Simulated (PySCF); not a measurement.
C$_{2}$H$_{3}$BCl$_{2}$, singlet, geometry from GFN2-xTB; PySCF with DF-PBE/6-31G**.

Input for PySCF:
```python
from pyscf import gto, scf, dft

mol = gto.Mole()
mol.atom = '''
    B     0.116526    0.067525   -0.082028
    Cl    1.230964    1.340300   -0.402880
    Cl   -0.954299    0.234271    1.253963
    C     0.088876   -1.195618   -0.984812
    C    -0.737463   -2.227327   -0.811956
    H     0.789324   -1.239623   -1.810594
    H    -0.728287   -3.088885   -1.459471
    H    -1.455448   -2.239157   -0.007604
'''
mol.basis = '6-31g**'
mol.charge = 0
mol.spin = 0
mol.verbose = 4
mol.max_memory = 1800
mol.build()

mf = dft.RKS(mol)
mf.xc = 'pbe'
mf = mf.density_fit(auxbasis='def2-universal-jkfit')
mf.kernel()
```

Output, abridged:

```
PySCF version 2.14.0

[INPUT] verbose = 4
[INPUT] num. atoms = 8
[INPUT] num. electrons = 54
[INPUT] charge = 0
[INPUT] spin (= nelec alpha-beta = 2S) = 0
[INPUT] symmetry False subgroup None
[INPUT] Mole.unit = angstrom
[INPUT] Symbol           X                Y                Z      unit          X                Y                Z       unit  Magmom
[INPUT]  1 B      0.116526000000   0.067525000000  -0.082028000000 AA    0.220202226391   0.127603756561  -0.155010454546 Bohr   0.0
[INPUT]  2 Cl     1.230964000000   1.340300000000  -0.402880000000 AA    2.326184829199   2.532799924755  -0.761332861065 Bohr   0.0
[INPUT]  3 Cl    -0.954299000000   0.234271000000   1.253963000000 AA   -1.803363750946   0.442708028928   2.369646640338 Bohr   0.0
[INPUT]  4 C      0.088876000000  -1.195618000000  -0.984812000000 AA    0.167951299047  -2.259390569600  -1.861024964185 Bohr   0.0
[INPUT]  5 C     -0.737463000000  -2.227327000000  -0.811956000000 AA   -1.393603097000  -4.209038019849  -1.534374465197 Bohr   0.0
[INPUT]  6 H      0.789324000000  -1.239623000000  -1.810594000000 AA    1.491606183546  -2.342547967712  -3.421526782781 Bohr   0.0
[INPUT]  7 H     -0.728287000000  -3.088885000000  -1.459471000000 AA   -1.376262970081  -5.837146680277  -2.758000476745 Bohr   0.0
[INPUT]  8 H     -1.455448000000  -2.239157000000  -0.007604000000 AA   -2.750398108546  -4.231393479903  -0.014369477451 Bohr   0.0

nuclear repulsion = 233.944028911845
number of shells = 43
number of NR pGTOs = 204
number of NR cGTOs = 93
basis = 6-31g**
ecp = {}

******** <class 'pyscf.df.df_jk.DFRKS'> ********
method = DFRKS
initial guess = minao
damping factor = 0
level_shift factor = 0
DIIS = <class 'pyscf.scf.diis.CDIIS'>
diis_start_cycle = 1
diis_space = 8
diis_damp = 0
SCF conv_tol = 1e-09
SCF conv_tol_grad = None
SCF max_cycles = 50
direct_scf = False
XC library pyscf.dft.libxc version 7.1.2
    S. Lehtola, C. Steigemann, M. J. T. Oliveira, and M. A. L. Marques,  SoftwareX 7, 1–5 (2018)
XC functionals = pbe
    J. P. Perdew, K. Burke, and M. Ernzerhof,  Phys. Rev. Lett. 77, 3865 (1996)
    J. P. Perdew, K. Burke, and M. Ernzerhof,  Phys. Rev. Lett. 78, 1396 (1997)
    J. P. Perdew, K. Burke, and M. Ernzerhof,  Phys. Rev. Lett. 77, 3865 (1996)
    J. P. Perdew, K. Burke, and M. Ernzerhof,  Phys. Rev. Lett. 78, 1396 (1997)
radial grids:
    Treutler-Ahlrichs [JCP 102, 346 (1995); DOI:10.1063/1.469408] (M4) radial grids

becke partition: Becke, JCP 88, 2547 (1988); DOI:10.1063/1.454033
pruning grids: <function nwchem_prune>
grids dens level: 3
symmetrized grids: False
atomic radii adjust function: <function treutler_atomic_radii_adjust>
small_rho_cutoff = 0
Set gradient conv threshold to 3.16228e-05
Initial guess from minao.
tot grids = 109472
init E= -1023.19357493049
  HOMO = -0.329847686665167  LUMO = -0.151373789264994  gap/eV = 4.85652
cycle= 1 E= -1022.71991186095  delta_E= 0.474  |g|= 0.399  |ddm|= 2.99
  HOMO = -0.189155267176088  LUMO = -0.0650398911793015  gap/eV = 3.37735
cycle= 2 E= -1022.68770211926  delta_E= 0.0322  |g|= 0.526  |ddm|=  1.1
  HOMO = -0.263084198157366  LUMO = -0.0994922758640886  gap/eV = 4.45156
cycle= 3 E= -1022.76526169409  delta_E= -0.0776  |g|= 0.0643  |ddm|= 0.657
  HOMO = -0.262281189299727  LUMO = -0.102364743809765  gap/eV = 4.35155
cycle= 4 E= -1022.76657275806  delta_E= -0.00131  |g|= 0.011  |ddm|= 0.107
  HOMO = -0.262680387808692  LUMO = -0.102554163960499  gap/eV = 4.35726
cycle= 5 E= -1022.76656543185  delta_E= 7.33e-06  |g|= 0.0124  |ddm|= 0.0228
  HOMO = -0.26234050162627  LUMO = -0.102316351078787  gap/eV = 4.35448
cycle= 6 E= -1022.76660924335  delta_E= -4.38e-05  |g|= 0.00203  |ddm|= 0.012
  HOMO = -0.262255450852073  LUMO = -0.102153915918262  gap/eV = 4.35658
cycle= 7 E= -1022.7666102991  delta_E= -1.06e-06  |g|= 0.000787  |ddm|= 0.00274
  HOMO = -0.262311003114068  LUMO = -0.102214864182316  gap/eV = 4.35644
cycle= 8 E= -1022.76661048288  delta_E= -1.84e-07  |g|= 0.000113  |ddm|= 0.00125
  HOMO = -0.262311965144563  LUMO = -0.102216644171249  gap/eV = 4.35642
cycle= 9 E= -1022.76661048629  delta_E= -3.41e-09  |g|= 1.79e-05  |ddm|= 0.000206
  HOMO = -0.26231337803989  LUMO = -0.102217638537959  gap/eV = 4.35643
cycle= 10 E= -1022.76661048638  delta_E= -9.14e-11  |g|= 3.71e-06  |ddm|= 3.86e-05
  HOMO = -0.262313494707985  LUMO = -0.102217459683142  gap/eV = 4.35644
Extra cycle  E= -1022.76661048638  delta_E= 5.91e-12  |g|= 4.09e-06  |ddm|= 1.43e-05
converged SCF energy = -1022.76661048638
```
